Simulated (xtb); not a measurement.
1-bromo-3-chloropropa-1,2-diene (C3H2BrCl), SMILES C(=CCl)=CBr. All values are semi-empirical tight-binding results from xtb (GFN2-xTB unless named), good for trends rather than for accurate numbers. Geometry: GFN2-xTB.

Optimised geometry:

```xyz
7

Cl    -2.9350     0.7966    -0.7004
C     -1.9773    -0.5533    -0.1910
C     -0.7089    -0.6470    -0.4454
C      0.5655    -0.6808    -0.6607
Br     1.8321     0.0051     0.5971
H     -2.5391    -1.3203     0.3194
H      1.0364    -1.1149    -1.5273
```

```
Item                                            Value
--------------------------------------  -------------
orbital gap                                   3.97 eV
zero-point energy                       22.7 kcal/mol
G − E(el) at 298.15 K (modified RRHO)    2.8 kcal/mol
static polarisability (D4 model)           68.0 bohr³
solvation energy, GFN2-xTB/ALPB(water)  -2.4 kcal/mol
solvation energy, GFN2-xTB/ALPB(chcl3)  -6.6 kcal/mol
```

Computed atomic charges and the Wiberg bond orders between heavy atoms:
charges (e) Cl1 -0.13, C2 0.05, C3 -0.01, C4 0.04, Br5 -0.14, H6 0.09, H7 0.09. Bond orders Cl1–C2 0.98, C2–C3 1.89, C3–C4 1.93, C4–Br5 0.97.
